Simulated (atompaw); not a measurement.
## An all-electron radial function and its pseudo partner (zirconium (Zr))

Columns: radius, all-electron u(r) and pseudo u(r) of the 5s shell (level -4.46 eV) of zirconium in the configuration [Kr] 4d2 5s2 5p0; PBEsol, scalar-relativistic, PAW (atompaw) scheme, atompaw 4.2.0.5.

```csv
r (bohr),all-electron,pseudo
0.115,-0.1077,0.0160
0.231,0.0767,0.0324
0.346,0.1677,0.0493
0.462,0.0880,0.0672
0.577,-0.0508,0.0861
0.692,-0.1730,0.1064
0.808,-0.2491,0.1282
0.923,-0.2742,0.1514
1.038,-0.2571,0.1762
1.154,-0.2082,0.2027
1.269,-0.1396,0.2303
1.385,-0.0594,0.2593
1.500,0.0240,0.2890
1.615,0.1063,0.3192
1.731,0.1850,0.3500
1.846,0.2565,0.3803
1.962,0.3211,0.4103
2.077,0.3772,0.4390
2.192,0.4256,0.4661
2.308,0.4667,0.4916
2.423,0.5004,0.5145
2.538,0.5275,0.5346
2.654,0.5489,0.5519
2.769,0.5647,0.5656
2.885,0.5757,0.5758
3.000,0.5822,0.5822
```

**Question.** How many radial nodes do the two functions have?

**Answer.** The all-electron 5s function has n − l − 1 = 4 (the table is too coarse to show those close to the nucleus); the pseudo-wave has 0, since the states of the same l below it are removed with the core.

**Question.** Is the pseudo-wave norm-conserving?

**Answer.** No, it belongs to a PAW set: the norm inside the radius is not constrained, and the difference is carried by the augmentation charge.
